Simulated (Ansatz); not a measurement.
Input for Ansatz (a quantum-chemistry and plane-wave program): R-B3LYP/def2-TZVPPD on GeH4 (SMILES [GeH4]). Files ending in .json are basis or fitting sets from the Basis Set Exchange.

Ansatz 0.2 input:
```yaml
crystal:
  periodic: [false, false, false]
  atoms:
    - {symbol: Ge, position_ang: [0.12721440, -0.06567561, 0.38920267]}
    - {symbol: H, position_ang: [0.50711535, 0.36237339, -1.03629169]}
    - {symbol: H, position_ang: [1.20839491, -0.99935054, 0.95173922]}
    - {symbol: H, position_ang: [-1.22211318, -0.79753565, 0.36392592]}
    - {symbol: H, position_ang: [0.01642066, 1.17908033, 1.28262354]}
basis:
  gaussian:
    orbitals: def2-TZVPPD.json
hamiltonian:
  xc: {name: B3LYP}
scf: {lower_state_search: off}
```

Output:

```
WARN ansatz: RAYON_NUM_THREADS=1 ignored (pool sized by the plan → 1); use --threads N
Functional definition: B3LYP
these checks for a lower state are left out or cut short: stability, starts, cluster_reference, orbital_swaps, neighbouring_geometries, increment
integrals: 0.03 GiB planned
650 factors; their error is unknown
mean field: 0.36 GiB planned
mean field evaluation 1: about -56583.9169 eV, gradient 1.9e1 eV
mean field evaluation 2: about -56584.1527 eV, gradient 1.8e1 eV
mean field evaluation 4: about -56584.3405 eV, gradient 3.8e-1 eV
mean field evaluation 8: about -56584.5262 eV, gradient 6.4e-4 eV
mean field -56584.52621739 eV, -2079.4429841198 hartree, gradient 3.3e-6 eV, S^2 0.000000; 0 other end points of the search recorded, 0 dependent functions left out
reference -56584.52642506 eV, -2079.4429917515 hartree; 18, 18 occupied and 104, 104 virtual orbitals, 650 factors
Total energy: -56584.52642506 eV, -2079.4429917515 hartree
Checks for a lower state left out: stability, starts, cluster_reference, orbital_swaps, neighbouring_geometries, increment
```

The calculation finished and met its thresholds.

Cost: about 1.0 core-seconds (a rough figure).
